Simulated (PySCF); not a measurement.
CH₉NSSi₂ (SMILES C[SiH2]S[SiH2]N), singlet, at a GFN2-xTB geometry, atoms displaced at random by about 0.08 Å a coordinate; PySCF with B3LYP/STO-3G, gradient by finite differences.

PySCF was given this input:
```python
from pyscf import gto, scf, dft

mol = gto.Mole()
mol.atom = '''
    Si    1.554993    0.626500   -0.105266
    C     3.362395   -0.402176   -0.181312
    S    -0.049051   -0.825579    0.125229
    Si   -1.697454    0.410067    0.184331
    N    -3.215829   -0.527257    0.224217
    H     1.348227    1.612434   -1.190153
    H     1.595842    1.379497    1.077367
    H     3.318258   -1.112898    0.621620
    H     4.131310    0.130763   -0.340719
    H     3.197213   -0.828680   -1.124115
    H    -1.510646    1.070824    1.380712
    H    -1.825002    1.354525   -0.976830
    H    -3.294200   -0.991780    1.094789
    H    -3.458141   -0.858777   -0.521005
'''
mol.basis = 'sto-3g'
mol.charge = 0
mol.spin = 0
mol.verbose = 4
mol.build()

mf = dft.RKS(mol)
mf.xc = 'b3lyp'
mf.conv_tol = 1e-11
mf.kernel()
scan, done = mf.as_scanner(), []
scan.scf_summary = {}
def energy(d):
    c = mol.atom_coords()
    c[13, 0] += d
    e = scan(mol.set_geom_(c, unit='Bohr', inplace=False))
    done.append(scan.converged)
    return e
h = 1e-5
fd = (energy(h) - energy(-h)) / (2 * h)
print('dE/dx =', fd)
```

It wrote (shortened):

```
PySCF version 2.14.0

[INPUT] verbose = 4
[INPUT] num. atoms = 14
[INPUT] num. electrons = 66
[INPUT] charge = 0
[INPUT] spin (= nelec alpha-beta = 2S) = 0
[INPUT] symmetry False subgroup None
[INPUT] Mole.unit = angstrom
[INPUT] Symbol           X                Y                Z      unit          X                Y                Z       unit  Magmom
[...]
nuclear repulsion = 357.448963409519
number of shells = 30
number of NR pGTOs = 138
number of NR cGTOs = 46
basis = sto-3g
ecp = {}

******** <class 'pyscf.dft.rks.RKS'> ********
method = RKS
initial guess = minao
damping factor = 0
level_shift factor = 0
DIIS = <class 'pyscf.scf.diis.CDIIS'>
diis_start_cycle = 1
diis_space = 8
diis_damp = 0
SCF conv_tol = 1e-11
SCF conv_tol_grad = None
SCF max_cycles = 50
direct_scf = True
direct_scf_tol = 1e-13
XC library pyscf.dft.libxc version 7.1.2
    S. Lehtola, C. Steigemann, M. J. T. Oliveira, and M. A. L. Marques,  SoftwareX 7, 1–5 (2018)
XC functionals = b3lyp
    P. J. Stephens, F. J. Devlin, C. F. Chabalowski, and M. J. Frisch,  J. Phys. Chem. 98, 11623 (1994)
radial grids:
    Treutler-Ahlrichs [JCP 102, 346 (1995); DOI:10.1063/1.469408] (M4) radial grids

becke partition: Becke, JCP 88, 2547 (1988); DOI:10.1063/1.454033
pruning grids: <function nwchem_prune>
grids dens level: 3
symmetrized grids: False
atomic radii adjust function: <function treutler_atomic_radii_adjust>
small_rho_cutoff = 0
Set gradient conv threshold to 3.16228e-06
Initial guess from minao.
tot grids = 173536
init E= -1063.01342893833
[...]
cycle= 1 E= -1062.96240300175  delta_E= 0.051  |g|= 0.567  |ddm|= 4.33
[...]
cycle= 2 E= -1062.95493489894  delta_E= 0.00747  |g|= 0.594  |ddm|= 1.94
[...]
cycle= 3 E= -1063.08171735816  delta_E= -0.127  |g|= 0.025  |ddm|= 1.05
[...]
cycle= 4 E= -1063.0819345202  delta_E= -0.000217  |g|= 0.0129  |ddm|= 0.0676
[...]
cycle= 5 E= -1063.08199561228  delta_E= -6.11e-05  |g|= 0.00159  |ddm|= 0.0228
[...]
cycle= 6 E= -1063.08199648555  delta_E= -8.73e-07  |g|= 0.000515  |ddm|= 0.00361
[...]
cycle= 7 E= -1063.08199658362  delta_E= -9.81e-08  |g|= 4.86e-05  |ddm|= 0.000956
[...]
cycle= 8 E= -1063.08199658455  delta_E= -9.23e-10  |g|= 2.17e-05  |ddm|= 0.000148
[...]
cycle= 9 E= -1063.08199658475  delta_E= -2.07e-10  |g|= 2.29e-06  |ddm|= 4.6e-05
[...]
cycle= 10 E= -1063.08199658475  delta_E= 9.09e-13  |g|= 4.86e-07  |ddm|= 4.97e-06
[...]
Extra cycle  E= -1063.08199658475  delta_E=    0  |g|= 3.55e-07  |ddm|= 1.46e-06
converged SCF energy = -1063.08199658475
Create scanner for <class 'pyscf.dft.rks.RKS'>

WARN: Mole.unit (angstrom) is changed to Bohr

New geometry
   1 Si     1.554993000000   0.626500000000  -0.105266000000 AA    2.938510895616   1.183913417040  -0.198923910228 Bohr
   2 C      3.362395000000  -0.402176000000  -0.181312000000 AA    6.354005672607  -0.760002493873  -0.342630023097 Bohr
   3 S     -0.049051000000  -0.825579000000   0.125229000000 AA   -0.092692956136  -1.560118204192   0.236648512853 Bohr
   4 Si    -1.697454000000   0.410067000000   0.184331000000 AA   -3.207723169047   0.774914322722   0.348335106267 Bohr
   5 N     -3.215829000000  -0.527257000000   0.224217000000 AA   -6.077036073434  -0.996371327260   0.423708722472 Bohr
   6 H      1.348227000000   1.612434000000  -1.190153000000 AA    2.547779783744   3.047058653937  -2.249063216329 Bohr
   7 H      1.595842000000   1.379497000000   1.077367000000 AA    3.015704318078   2.606871519659   2.035928565644 Bohr
   8 H      3.318258000000  -1.112898000000   0.621620000000 AA    6.270598830647  -2.103072424576   1.174691553552 Bohr
   9 H      4.131310000000   0.130763000000  -0.340719000000 AA    7.807044435677   0.247106257227  -0.643865595436 Bohr
  10 H      3.197213000000  -0.828680000000  -1.124115000000 AA    6.041856931899  -1.565978244905  -2.124269482515 Bohr
  11 H     -1.510646000000   1.070824000000   1.380712000000 AA   -2.854707211170   2.023564087611   2.609167536900 Bohr
[...]
XC functionals = b3lyp
    P. J. Stephens, F. J. Devlin, C. F. Chabalowski, and M. J. Frisch,  J. Phys. Chem. 98, 11623 (1994)
radial grids:
    Treutler-Ahlrichs [JCP 102, 346 (1995); DOI:10.1063/1.469408] (M4) radial grids

becke partition: Becke, JCP 88, 2547 (1988); DOI:10.1063/1.454033
pruning grids: <function nwchem_prune>
grids dens level: 3
symmetrized grids: False
atomic radii adjust function: <function treutler_atomic_radii_adjust>
small_rho_cutoff = 0
Set gradient conv threshold to 3.16228e-06
tot grids = 173536
init E= -1063.08199580737
[...]
cycle= 1 E= -1063.0819955873  delta_E= 2.2e-07  |g|= 5.1e-07  |ddm|= 8.65e-06
[...]
cycle= 2 E= -1063.0819955873  delta_E= 2.27e-12  |g|= 3.11e-07  |ddm|= 1.59e-06
[...]
Extra cycle  E= -1063.0819955873  delta_E= -1.36e-12  |g|= 3.06e-07  |ddm|= 1.04e-06
converged SCF energy = -1063.0819955873

WARN: Mole.unit (angstrom) is changed to Bohr

New geometry
   1 Si     1.554993000000   0.626500000000  -0.105266000000 AA    2.938510895616   1.183913417040  -0.198923910228 Bohr
   2 C      3.362395000000  -0.402176000000  -0.181312000000 AA    6.354005672607  -0.760002493873  -0.342630023097 Bohr
   3 S     -0.049051000000  -0.825579000000   0.125229000000 AA   -0.092692956136  -1.560118204192   0.236648512853 Bohr
   4 Si    -1.697454000000   0.410067000000   0.184331000000 AA   -3.207723169047   0.774914322722   0.348335106267 Bohr
   5 N     -3.215829000000  -0.527257000000   0.224217000000 AA   -6.077036073434  -0.996371327260   0.423708722472 Bohr
   6 H      1.348227000000   1.612434000000  -1.190153000000 AA    2.547779783744   3.047058653937  -2.249063216329 Bohr
   7 H      1.595842000000   1.379497000000   1.077367000000 AA    3.015704318078   2.606871519659   2.035928565644 Bohr
   8 H      3.318258000000  -1.112898000000   0.621620000000 AA    6.270598830647  -2.103072424576   1.174691553552 Bohr
   9 H      4.131310000000   0.130763000000  -0.340719000000 AA    7.807044435677   0.247106257227  -0.643865595436 Bohr
  10 H      3.197213000000  -0.828680000000  -1.124115000000 AA    6.041856931899  -1.565978244905  -2.124269482515 Bohr
  11 H     -1.510646000000   1.070824000000   1.380712000000 AA   -2.854707211170   2.023564087611   2.609167536900 Bohr
  12 H     -1.825002000000   1.354525000000  -0.976830000000 AA   -3.448753956783   2.559681278876  -1.845941170259 Bohr
  13 H     -3.294200000000  -0.991780000000   1.094789000000 AA   -6.225135799542  -1.874192575821   2.068851374186 Bohr
  14 H     -3.458146291772  -0.858777000000  -0.521005000000 AA   -6.534949390130  -1.622853332076  -0.984556759529 Bohr

******** <class 'pyscf.scf.hf.RKS_Scanner'> ********
method = RKS_Scanner
initial guess = minao
damping factor = 0
level_shift factor = 0
DIIS = <class 'pyscf.scf.diis.CDIIS'>
diis_start_cycle = 1
diis_space = 8
diis_damp = 0
SCF conv_tol = 1e-11
SCF conv_tol_grad = None
SCF max_cycles = 50
direct_scf = True
direct_scf_tol = 1e-13
XC library pyscf.dft.libxc version 7.1.2
    S. Lehtola, C. Steigemann, M. J. T. Oliveira, and M. A. L. Marques,  SoftwareX 7, 1–5 (2018)
XC functionals = b3lyp
    P. J. Stephens, F. J. Devlin, C. F. Chabalowski, and M. J. Frisch,  J. Phys. Chem. 98, 11623 (1994)
radial grids:
    Treutler-Ahlrichs [JCP 102, 346 (1995); DOI:10.1063/1.469408] (M4) radial grids

becke partition: Becke, JCP 88, 2547 (1988); DOI:10.1063/1.454033
pruning grids: <function nwchem_prune>
grids dens level: 3
symmetrized grids: False
atomic radii adjust function: <function treutler_atomic_radii_adjust>
small_rho_cutoff = 0
Set gradient conv threshold to 3.16228e-06
tot grids = 173536
init E= -1063.08199714207
[...]
cycle= 1 E= -1063.08199758221  delta_E= -4.4e-07  |g|= 8.83e-07  |ddm|= 1.72e-05
[...]
cycle= 2 E= -1063.08199758221  delta_E= -3.18e-12  |g|= 4.72e-07  |ddm|= 2.98e-06
[...]
Extra cycle  E= -1063.08199758222  delta_E= -9.09e-13  |g|= 4.65e-07  |ddm|= 1.7e-06
converged SCF energy = -1063.08199758222
dE/dx = 0.0997458869278489
```
